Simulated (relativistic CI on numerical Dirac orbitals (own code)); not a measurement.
Computed by Dirac-Coulomb-Breit CI, separate exchange-only KLI orbitals for each configuration, model QED, unscaled Slater integrals (own radial code, finite nucleus).

The strongest absorption lines from the ground level of an ion, among the configurations computed and to levels below about 111 eV (vacuum wavelength in nm, gf): 11.307 (0.025), 12.442 (0.38), 12.606 (0.083), 12.779 (0.33), 13.032 (0.13), 13.146 (0.028), 14.119 (0.049), 14.296 (0.046).

Question: Which ion is it?
A. Zn IX
B. Ni VII
C. Ge XI
D. Kr XV

Answer: C. Ge XI has 22 electrons and the ground level 3s²3p⁶3d⁴ ⁵D0; the strongest line goes to 3s²3p⁵3d⁵ ⁵D°1. The pattern of lines fixes the number of electrons, and along that sequence the line energies rise steadily with the charge (about as its square where n changes within one kind of shell, about linearly where n is kept but much faster in heavy ions where fine structure, which grows about as Z⁴, sets the gap, and irregularly where shells cross), which fixes Z. Configurations outside the model, such as inner-shell arrays, can give stronger lines. At this charge energies of transitions that change n are usually good to better than 1 %, and those within a shell (Δn = 0) to a few per cent. Terms inside the open d or f shell come out 10 to 20 % too wide with unscaled integrals.
